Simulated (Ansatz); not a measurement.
The same path of CH6Sn + H2S (11 atoms, charge 0, multiplicity 1) was run twice with different band settings. Lost on the way: Sn1–C2, H6–S7. Made: Sn1–S7, C2–H6.

All numbers below come from Ansatz, RKS CAM-B3LYP-D4/def2-SVP.

Relaxed end points:

```xyz
11
Properties=species:S:1:pos:R:3
Sn -1.165 -0.496 -0.576
C 0.235 1.003 -1.209
H -0.498 -2.063 -0.743
H -1.596 -0.256 1.066
H -2.595 -0.406 -1.519
H 1.488 0.481 2.477
S 1.903 -0.714 2.010
H 1.157 0.907 -0.622
H -0.189 2.006 -1.061
H 0.471 0.873 -2.274
H 0.790 -1.335 2.452
```

```xyz
11
Properties=species:S:1:pos:R:3
Sn -1.232 -1.447 0.382
C 1.101 1.534 -1.043
H -0.570 -2.177 -1.008
H -2.438 -2.436 1.080
H -1.859 0.104 0.044
H 1.320 0.960 -0.133
S 0.636 -1.243 1.921
H 2.027 1.977 -1.432
H 0.384 2.333 -0.810
H 0.669 0.870 -1.806
H -0.037 -0.475 2.805
```

Common settings: spring 5.0 eV/Å²; optimiser quadratic models (default); start path through a guess of the saddle point; force threshold 0.03 eV/Å; iteration limit 60; end points relaxed.

| run | movable images | climbing image |
| --- | --- | --- |
| 1 | 5 | yes |
| 2 | 2 | no |

Problem. What does each run give, and how far can it be trusted?

Solution. Run 1: converged after 33 iterations, highest image 2.070 eV above the first end. Neighbouring images differ by up to 2.8 eV, so the band resolves the path poorly. A vibrational analysis at the climbing image gives one clearly imaginary mode, 1514i cm⁻¹: a first-order saddle point.
Run 2: converged after 24 iterations, highest image 0.062 eV above the first end. No image climbed, so the highest image needn't sit at the top of the path. A band with more images between the same ends climbed to 2.07 eV, so this one has probably stepped over the top. So few images can step over the top or miss a turn of the path.
The orbitals stay closed-shell, which can raise the energy where a bond breaks towards radicals; this wasn't checked here.
